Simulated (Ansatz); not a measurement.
`C=C[NH][Zn][CH3]` and `C=C[NH][GeH3]` differ in one atom or group.

Ansatz, PBE0-D4/def2-TZVP geometries, multiplicity 1. Each molecule was computed in one conformer, which needn't be the lowest.

Scalar relativity is left out up to krypton.

| property | `C=C[NH][Zn][CH3]` |
| --- | --- |
| HOMO–LUMO gap (PBE/def2-TZVPP) / eV | 3.48 |
| HOMO energy (B3LYP/def2-TZVPP) / eV | -5.26 |
| LUMO energy (ωB97M-V/def2-TZVPP) / eV | 1.09 |
| HOMO–LUMO gap (B3LYP/def2-TZVPP) / eV | 4.81 |
| HOMO energy (PBE/def2-TZVPP) / eV | -4.39 |
| HOMO–LUMO gap (PBE0/def2-TZVPP) / eV | 5.30 |

(1) What does the change do to each property? (Best estimate.)

Answers

(1) The calculation gave: 
```
                             property  `C=C[NH][GeH3]`  shift
  HOMO–LUMO gap (PBE/def2-TZVPP) / eV             4.37   0.89
  HOMO energy (B3LYP/def2-TZVPP) / eV            -5.72  -0.46
LUMO energy (ωB97M-V/def2-TZVPP) / eV             2.10   1.01
HOMO–LUMO gap (B3LYP/def2-TZVPP) / eV             5.86   1.05
    HOMO energy (PBE/def2-TZVPP) / eV            -4.82  -0.43
 HOMO–LUMO gap (PBE0/def2-TZVPP) / eV             6.33   1.03
```

With PBE0 the HOMO falls by 0.47 eV and the LUMO rises by 0.55 eV, so the gap widens by about 1.02 eV. PBE moves the HOMO by -0.43 eV and ωB97M-V by -0.46 eV.

B3LYP here is the variant with VWN-RPA as its local correlation; programs differ in this.
